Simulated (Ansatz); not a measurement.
Isolated molecules relaxed with PBE0-D4/def2-TZVP in Ansatz; ΔE leaves out vibrations. CCSD(T)/CBS adds triple-zeta CCSD(T) − MP2 to the extrapolated MP2 energy (def2 sets, frozen cores). This one scheme is used for every species. DFT in def2-TZVPP. HSE06 is defined as in plane-wave codes. One conformer a species, not always the lowest.

`O[SiH](O)O[SiH2]F` → `O[SiH2]F` + `O[Si]O`  (silylene formation by 1,1-elimination)

`O[SiH](O)O[SiH2]F`:

```xyz
11

O     1.180    1.955    0.845
Si    0.387    0.537    0.961
O     1.384   -0.761    1.023
O    -0.529    0.277   -0.355
Si   -1.217   -0.791   -1.360
F    -2.573   -0.151   -1.894
H     1.691    2.134    0.054
H    -0.440    0.660    2.173
H     2.025   -0.800    1.734
H    -0.347   -1.018   -2.533
H    -1.563   -2.041   -0.649
```

`O[SiH2]F`:

Z-matrix (Å, degrees):
```
Si
F 1 1.596
O 1 1.630 2 111.0
H 1 1.482 2 106.0 3 121.4
H 1 1.474 2 108.2 3 -116.3
H 3 0.958 1 119.1 2 71.8
```

`O[Si]O`:

```xyz
5

O     1.158   -0.899   -0.207
Si    0.299    0.323   -0.889
O    -0.839    0.551    0.301
H     0.871   -1.216    0.657
H    -1.488    1.240    0.138
```

| species | HSE06 energy (Eh) |
| --- | --- |
| `O[SiH](O)O[SiH2]F` | -907.34224 |
| `O[SiH2]F` | -466.24971 |
| `O[Si]O` | -440.99468 |

Work out ΔE.

ΔE = (-466.24971) + (-440.99468) − (-907.34224) = 0.09785 Eh = +256.9 kJ/mol. CCSD(T)/CBS gives +268.7 kJ/mol.

Largest T1 diagnostic among the species: 0.015.

From r2SCAN to r2SCAN0 (25 % exact exchange), in def2-TZVPP and without D4, ΔE moves by +10.2 kJ/mol. In def2-TZVPP, CCSD(T) changes the Hartree–Fock value by −21.4 kJ/mol (the triples alone add −3.1 kJ/mol) and MP2 by −9.2 kJ/mol.
